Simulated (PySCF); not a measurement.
A structure optimised at PBE0-D3(BJ)/def2-SVP, used in a PySCF frequency run:

```xyz
9

Si     0.3823    -0.2018     1.0693
Br     0.6807     0.2654    -1.0928
O     -1.1421    -0.7691     1.3321
C     -2.3308    -0.0716     1.0629
H      1.3165    -1.2830     1.4576
H      0.6268     1.0692     1.8080
H     -2.3793     0.8854     1.6131
H     -3.1792    -0.6948     1.3802
H     -2.4382     0.1416    -0.0147
```

Q: Write its SMILES and formula.

A: CO[SiH2]Br, CH5BrOSi

Q: What are its rotational constants (standard atomic weights)?

A: 7.5267, 1.7500, 1.4867 GHz
